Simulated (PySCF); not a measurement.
Species: C2H11Ge2N.
Structure used (PBE0-D3(BJ)/def2-SVP), in Å, numbered top down from 1:
```xyz
16
C2H11Ge2N angstrom
C     -2.289    0.397   -0.234
C     -1.543   -0.218    0.942
Ge     0.000   -1.293    0.385
N      1.151   -0.313   -0.664
Ge     2.194    1.090   -0.122
H     -1.616    1.012   -0.853
H     -3.117    1.045    0.096
H     -2.720   -0.376   -0.890
H     -1.163    0.567    1.619
H     -2.205   -0.857    1.550
H      0.787   -1.775    1.623
H     -0.457   -2.489   -0.477
H      1.000   -0.387   -1.664
H      2.670    0.766    1.307
H      1.434    2.439   -0.094
H      3.391    1.222   -1.084
```

Computed, not measured: TDDFT PBE0/def2-SVPD, vertical, gas phase, core orbitals frozen in the response (PySCF 2.14.0, density-fitted response routines). The PBE0/def2-SVPD calculation is non-relativistic and has no spin–orbit coupling, an omission that weighs most on germanium.

Transition dipole moments from the ground state, in atomic units and in the frame of the coordinates above (overall signs are arbitrary), for the states with f of 0.002 or more among the lowest 7:

| state | E (eV) | μx | μy | μz |
| --- | --- | --- | --- | --- |
| S1 | 5.560 | 0.143 | -0.178 | 0.001 |
| S2 | 6.186 | 0.078 | -0.334 | 0.063 |
| S3 | 6.620 | 0.244 | -0.021 | -0.101 |
| S4 | 6.833 | -0.200 | -0.336 | 0.167 |
| S5 | 6.962 | 0.282 | -0.141 | -0.049 |
| S6 | 7.190 | -0.191 | -0.033 | -0.087 |
| S7 | 7.276 | 0.153 | -0.116 | -0.138 |

**Question.** What oscillator strength does each state have?

**Answer.** f = (2/3) ΔE |μ|² with ΔE in hartree (27.2114 eV).

```
state  |μ|² (au)  |μ| (D)      f
   S1      0.052     0.58  0.007
   S2      0.122     0.89  0.018
   S3      0.070     0.67  0.011
   S4      0.181     1.08  0.030
   S5      0.102     0.81  0.017
   S6      0.045     0.54  0.008
   S7      0.056     0.60  0.010
```

**Question.** Which bond between heavy atoms lies closest to the direction of the S4 transition dipole?

**Answer.** Ge3–N4, at 20° from it; next N4–Ge5 at 41°.

**Question.** What angle do the transition dipoles of S2 and S4 make?

**Answer.** |cos θ| = |μa·μb| / (|μa| |μb|) = 0.72, so θ ≈ 44° (taken between 0 and 90°, since the signs are arbitrary).

**Question.** What peak molar absorption coefficient would the strongest computed level give as a lone Gaussian band 0.5 eV wide at half height?

**Answer.** ε(max) = 2.175×10⁸ f / FWHM, with the width in cm⁻¹. S4: 2.175×10⁸ × 0.0303 / 4033 ≈ 1600 L mol⁻¹ cm⁻¹.

The vertical ionisation energy (ΔSCF) is 8.57 eV, 1.30 eV above S7.

One conformer stands for the species.

Without π bonds the low states may be Rydberg-like; a valence basis with one diffuse set may place them up to an eV too high.
